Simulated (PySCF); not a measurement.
## How well do the runs reproduce experiment for chlorobenzene?

**Measured values to compare with.**

From NIST CCCBDB Release 22 (SRD 101), experimental dipoles, for the gas: dipole moment 1.78 ± 0.06 D.

How close the calculation comes is told at the end.

Species: chlorobenzene, C6H5Cl.
Numbering: `[Cl:1][c:2]1[cH:3][cH:4][cH:5][cH:6][cH:7]1` (hydrogens: H8 on C3; H9 on C4; H10 on C5; H11 on C6; H12 on C7)

Structure used (B3LYP/6-31+G*), in Å, numbered top down from 1:
```
atom  x, y, z in Å
Cl1    5.8957    0.7817    0.0560
C2     4.1411    0.6473    0.0589
C3     3.3665    1.8087    0.0746
C4     1.9732    1.6933    0.0769
C5     1.3663    0.4339    0.0636
C6     2.1588   -0.7178    0.0480
C7     3.5534   -0.6189    0.0456
H8     3.8458    2.7824    0.0848
H9     1.3645    2.5936    0.0889
H10    0.2830    0.3507    0.0654
H11    1.6947   -1.7005    0.0377
H12    4.1756   -1.5081    0.0336
```

The PySCF runs (gas phase, on this B3LYP/6-31+G* geometry; no spin–orbit coupling):

```json
{"level": "B3LYP/6-31+G*, grid level 1", "job": "geometry optimisation from a GFN2-xTB start", "basis functions": "140", "wall time": "39 s"}
```

Hardware: one thread, Arm Neoverse V1 (aarch64), on a shared host.

All basis functions are spherical.

**Comparison with experiment**

**Dipole moment.** Measured: 1.78 D (NIST CCCBDB Release 22 (SRD 101), experimental dipoles).

```
        level  computed (D)  computed − measured (D)  % (from the printed values)
B3LYP/6-31+G*          1.89                    +0.11                           +6
```

The computed dipoles belong to one fixed geometry; measured ones are averaged over vibrations unless marked μe. Magnitudes are compared, not signs.

No measured geometry was used, and the causes of the misses weren't examined.
